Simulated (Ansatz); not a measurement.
C$_{2}$H$_{2}$F$_{2}$Si (`FC1=C(F)[SiH2]1`). Charge 0, multiplicity 1. Geometry: relaxed with PBE0-D4/def2-TZVP.

```xyz
7

F     1.900    1.276   -0.122
C     0.780    0.584   -0.075
C    -0.493    0.739   -0.406
F    -1.263    1.663   -0.944
Si   -0.195   -0.898    0.326
H    -0.132   -2.133   -0.496
H    -0.597   -1.230    1.716
```

Task: What is the dipole moment at B3LYP/def2-TZVPP? (An estimate is asked.)

Result: The calculation gave: 1.79 D, with components (-0.36, -1.65, 0.60) D in this frame, pointing from negative to positive charge.

Task: And with PBE, r2SCAN, ωB97M-V? (Estimate.)

Result: Computed: PBE 1.43 D, r2SCAN 1.57 D, ωB97M-V 1.81 D.

Task: Give the Mulliken charges with B3LYP, r2SCAN, PBE in def2-TZVPP. (Estimate.)

Result: Ansatz gave: 
```csv
atom,B3LYP,r2SCAN,PBE
F1,-0.18,-0.18,-0.13
C2,0.13,0.10,0.11
C3,0.13,0.10,0.11
F4,-0.18,-0.18,-0.13
Si5,0.22,0.30,0.15
H6,-0.06,-0.07,-0.05
H7,-0.06,-0.07,-0.05
```

B3LYP here is the variant with VWN-RPA as its local correlation; programs differ in this.
